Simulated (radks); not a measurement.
Q: These are the eigenvalues of the occupied orbitals of an atom or ion with whole-number occupations (Ry). All-electron calculation, scalar-relativistic Kohn-Sham, SCAN, spin-polarised, spherical densities, finite nucleus; meta-GGA in the generalised Kohn-Sham scheme; Fermi nuclear charge, rms radius of each element as measured or else 0.836 A^(1/3) + 0.57 fm. Program: a radial shooting solver on a logarithmic mesh with Libxc functionals.

orbital  eigenvalue
1s up     -401.4457
1s down   -401.3996
2s up     -50.45290
2s down   -50.37211
2p up     -42.95443
2p down   -42.87314
3s up     -10.35986
3p up      -8.25847
3p down    -7.94486
3d up      -5.03792
4f up      -1.39752

Which element is it, and in what charge state? The configuration may be excited. Open shells, if any, are filled with parallel spins first.

A: Z = 23, vanadium, charge +4: V4+ in [Ne] 3s1 3p6 3d1 4f1. The list shows which subshells hold electrons but not how many an open one holds; the 1s level, -200.72 hartree, gives Z - s = 20.0 by -(Z - s)^2/2, which with screening and relativity narrows Z to a few neighbours, and the depths of the outer levels then fix element, charge and occupations together.
